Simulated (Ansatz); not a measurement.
Basis-set series for CH5NOSi, SMILES `O=CN[SiH3]`. Charge 0, multiplicity 1. The structure was optimised at the PBE0-D4/def2-TZVP level. It is one conformer, not always the lowest.

```csv
functional,basis,functions,energy (Eh),HOMO (eV),LUMO (eV)
PBE0-D4,def2-SVP,85,-460.07757,-7.70,0.29
PBE0-D4,def2-QZVPP,391,-460.39821,-7.91,-0.07
ωB97M-V,def2-SVP,85,-460.29598,-10.12,2.58
ωB97M-V,def2-QZVPP,391,-460.62297,-10.35,1.24
```

**Question.** Give the rows for def2-TZVPP. (An estimate is asked.)

**Answer.** Ansatz gave: 
```json
{"functional": "PBE0-D4", "basis": "def2-TZVPP", "functions": "205", "energy (Eh)": "-460.37860", "HOMO (eV)": "-7.87", "LUMO (eV)": "0.01"}
{"functional": "ωB97M-V", "basis": "def2-TZVPP", "functions": "205", "energy (Eh)": "-460.60467", "HOMO (eV)": "-10.31", "LUMO (eV)": "1.85"}
```

Positive LUMOs are unbound and depend on the basis.
